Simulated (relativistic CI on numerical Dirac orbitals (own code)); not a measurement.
# Electric-dipole transitions in Ag20+

Calculated at this level of theory: Dirac-Coulomb-Breit CI, separate exchange-only KLI orbitals for each configuration, model QED (radiative potential, 1s self-energy scaled to tabulated hydrogen-like ionisation energies), unscaled Slater integrals (own radial code, finite nucleus).

Configurations in the expansion (outside the closed core [Ne]): 3s²3p⁶3d⁹, 3s²3p⁵3d¹⁰, 3s3p⁶3d¹⁰, 3s²3p⁶3d⁸4s, 3s²3p⁶3d⁸4p, 3s²3p⁶3d⁸4d, 3s²3p⁶3d⁸4f, 3s²3p⁶3d⁷4s², 3s²3p⁵3d⁹4s, 3s²3p⁴3d¹⁰4s, 3s²3p⁶3d⁷4s4p, 3s²3p⁴3d¹⁰4p, 3s²3p⁵3d⁹4p, 3s²3p⁶3d⁸5s, 3s²3p⁶3d⁷4p², 3s²3p⁶3d⁸5p. Levels of other configurations are missing.

| λ vac (nm) | Lower | Upper | A (s⁻¹) | gf | Branching (%) |
| --- | --- | --- | --- | --- | --- |
| 2.1961 | 3s²3p⁶3d⁹ ²D5/2 [1] | 3s²3p⁶3d⁸4f ²F°7/2 [184] | 2.84e+12 | 1.64e+00 | 95.8 |
| 5.4204 | 3s²3p⁶3d⁹ ²D3/2 [2] | 3s²3p⁵3d¹⁰ ²P°1/2 [4] | 8.18e+11 | 7.20e-01 | 100.0 |
| 6.1158 | 3s²3p⁶3d⁹ ²D5/2 [1] | 3s²3p⁵3d¹⁰ ²P°3/2 [3] | 5.30e+11 | 1.19e+00 | 90.9 |
| 6.4079 | 3s²3p⁶3d⁸4s ⁴F9/2 [6] | 3s²3p⁵3d⁹4s ⁴F°9/2 [180] | 2.09e+11 | 1.29e+00 | 89.2 |
| 16.910 | 3s²3p⁶3d⁸4p ⁴G°7/2 [27] | 3s²3p⁶3d⁸4d ⁴H9/2 [82] | 6.57e+10 | 2.82e+00 | 71.8 |
| 17.005 | 3s²3p⁶3d⁸4p ²G°9/2 [23] | 3s²3p⁶3d⁸4d ²H11/2 [69] | 8.14e+10 | 4.23e+00 | 87.3 |
| 17.200 | 3s²3p⁶3d⁸4p ²H°9/2 [39] | 3s²3p⁶3d⁸4d ²I11/2 [106] | 7.28e+10 | 3.87e+00 | 79.7 |
| 18.681 | 3s²3p⁶3d⁸4d ⁴H13/2 [72] | 3s²3p⁶3d⁸4f ⁴I°15/2 [137] | 7.29e+10 | 6.10e+00 | 100.0 |
| 18.827 | 3s²3p⁶3d⁸4p ⁴G°11/2 [28] | 3s²3p⁶3d⁸4d ⁴H13/2 [72] | 7.41e+10 | 5.51e+00 | 100.0 |
| 18.856 | 3s²3p⁶3d⁸4p ⁴G°9/2 [41] | 3s²3p⁶3d⁸4d ⁴H11/2 [90] | 6.35e+10 | 4.06e+00 | 86.1 |
| 18.941 | 3s²3p⁶3d⁸4p ⁴F°9/2 [30] | 3s²3p⁶3d⁸4d ⁴G11/2 [74] | 5.32e+10 | 3.44e+00 | 73.0 |
| 18.981 | 3s²3p⁶3d⁸4p ²H°11/2 [55] | 3s²3p⁶3d⁸4d ²I13/2 [111] | 7.25e+10 | 5.48e+00 | 100.0 |
| 24.702 | 3s²3p⁶3d⁸4s ⁴F9/2 [6] | 3s²3p⁶3d⁸4p ⁴F°9/2 [30] | 1.46e+10 | 1.33e+00 | 60.4 |
| 25.115 | 3s²3p⁶3d⁸4s ⁴P5/2 [12] | 3s²3p⁶3d⁸4p ⁴D°7/2 [51] | 2.23e+10 | 1.69e+00 | 63.1 |
| 25.328 | 3s²3p⁶3d⁸4s ²F7/2 [7] | 3s²3p⁶3d⁸4p ²F°7/2 [33] | 1.69e+10 | 1.30e+00 | 8.5 |
| 25.329 | 3s²3p⁶3d⁸4s ⁴F9/2 [6] | 3s²3p⁶3d⁸4p ⁴G°11/2 [28] | 2.35e+10 | 2.71e+00 | 100.0 |
| 25.449 | 3s²3p⁶3d⁸4s ⁴F7/2 [10] | 3s²3p⁶3d⁸4p ⁴G°9/2 [41] | 1.96e+10 | 1.90e+00 | 89.6 |
| 25.847 | 3s²3p⁶3d⁸4s ²G9/2 [17] | 3s²3p⁶3d⁸4p ²H°11/2 [55] | 2.23e+10 | 2.68e+00 | 100.0 |
| 31.309 | 3s²3p⁶3d⁸4s ⁴F9/2 [6] | 3s²3p⁶3d⁸4p ⁴D°7/2 [22] | 1.02e+10 | 1.20e+00 | 59.6 |
| 31.474 | 3s²3p⁶3d⁸4s ²F7/2 [7] | 3s²3p⁶3d⁸4p ²G°9/2 [23] | 6.97e+09 | 1.03e+00 | 55.4 |

Terms are leading LS components. Brackets give the number of a level in order of energy, since labels repeat. The list gives strong lines, with weight on those to low levels, without lines whose two gauges differ by over a factor of 2.5, among the lowest 200 of 885 levels, so that lines to higher ones, which can be the strongest, are missing. Levels whose partners in the same complex of configurations lie outside the list can be far off, and so can their lines. Rates are taken at the computed energies, electric ones in the length gauge.

At this charge energies of transitions that change n are usually good to better than 1 %, and those within a shell (Δn = 0) to a few per cent.

LS names give the leading component of a level, which can be under half, so a name can repeat, a term be missing and a line seem to break the LS rules.
